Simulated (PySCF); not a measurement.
## A PySCF run on SiPd

State: ¹Σ⁺ (singlet), closed shell.

An equivalent input (the run itself took its basis sets from the Basis Set Exchange, started from a PBE0 density and held the occupation σ 8α 8β, πx 3α 3β, πy 3α 3β, δx 1α 1β, δy 1α 1β):

```python
from pyscf import gto, dft
mol = gto.M(atom='Si 0 0 0; Pd 0 0 2.094', basis={'Si': 'def2-TZVPP', 'Pd': 'def2-TZVPP'}, ecp={'Pd': 'def2-TZVPP'},
            charge=0, spin=0, verbose=4, symmetry='C2v')
mf = dft.UKS(mol, xc='TPSSH')
mf.grids.atom_grid = (80, 434)
mf.grids.prune = dft.gen_grid.treutler_prune
mf.irrep_nelec = {'A1': (9, 9), 'A2': (1, 1), 'B1': (3, 3), 'B2': (3, 3)}
mf.conv_tol = 1e-9
mf.max_cycle = 60
mf.diis_space = 10
mf.kernel()
```

The log (some set-up lines and the per-cycle HOMO/LUMO lines removed):

```
******** <class 'pyscf.dft.uks_symm.SymAdaptedUKS'> ********
method = SymAdaptedUKS
damping factor = 0
level_shift factor = 0
DIIS = <class 'pyscf.scf.diis.CDIIS'>
diis_start_cycle = 1
diis_space = 10
diis_damp = 0
SCF conv_tol = 1e-09
SCF conv_tol_grad = None
SCF max_cycles = 60
number electrons alpha = 16  beta = 16
Set gradient conv threshold to 3.16228e-05
init E= -417.3203731781
cycle= 1 E= -417.315441406005  delta_E= 0.00493  |g|= 0.118  |ddm|= 0.136
cycle= 2 E= -417.223356644026  delta_E= 0.0921  |g|= 0.477  |ddm|= 0.428
cycle= 3 E= -417.32110980528  delta_E= -0.0978  |g|= 0.016  |ddm|= 0.348
cycle= 4 E= -417.321188697211  delta_E= -7.89e-05  |g|= 0.00564  |ddm|= 0.0162
cycle= 5 E= -417.321193079472  delta_E= -4.38e-06  |g|= 0.00391  |ddm|= 0.00735
cycle= 6 E= -417.321201076795  delta_E= -8e-06  |g|= 0.000195  |ddm|= 0.00341
cycle= 7 E= -417.321201093889  delta_E= -1.71e-08  |g|= 7.25e-05  |ddm|= 0.000248
cycle= 8 E= -417.321201095893  delta_E= -2e-09  |g|= 1.81e-05  |ddm|= 4.82e-05
cycle= 9 E= -417.32120109601  delta_E= -1.17e-10  |g|= 2.41e-06  |ddm|= 1.17e-05
Extra cycle  E= -417.321201095959  delta_E= 5.17e-11  |g|= 1.15e-05  |ddm|= 8.74e-06
converged SCF energy = -417.321201095959  <S^2> = 5.3290705e-15  2S+1 = 1
```

Repeating this along the bond gives Re = 2.095 Å and ωe = 486 cm⁻¹.

A point of this curve took 5.3 CPU seconds beside 0.57 for the integrals, on Arm Neoverse V1 (shared host).

Spin–orbit coupling is left out.
